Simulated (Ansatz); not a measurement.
Results of the Gaussian-basis code of Ansatz.

A structure relaxed at PBE0-D4/def2-TZVP, charge 0, multiplicity 1:

```csv
atom,x (Å),y (Å),z (Å)
N1,-2.467,-0.960,0.804
Si2,-0.948,-0.340,1.288
N3,-0.125,0.212,-0.109
C4,1.315,0.404,-0.189
Al5,1.988,0.734,-2.003
H6,-3.272,-0.856,1.398
H7,-2.549,-1.756,0.193
H8,0.011,-1.298,1.915
H9,-1.292,0.686,2.321
H10,-0.665,0.698,-0.807
H11,1.683,1.211,0.469
H12,1.829,-0.496,0.181
H13,0.941,0.987,-3.175
H14,3.551,0.775,-2.287
```

**Question.** Give its formula and SMILES.

**Answer.** CH9AlN2Si, `N[SiH2]N[CH2][AlH2]`.

**Question.** Point group (tolerance 0.08 Å, 0.16 Å for H)?

**Answer.** C1.

**Question.** Summarise the bond lengths by kind.

**Answer.** 2 × N–Si 1.712 to 1.713 Å; 3 × H–N 1.006 to 1.008 Å; 2 × H–Si 1.494 to 1.495 Å; 1 × C–N 1.455 Å; 1 × Al–C 1.962 Å; 2 × C–H 1.100 to 1.105 Å; 2 × Al–H 1.589 to 1.592 Å.
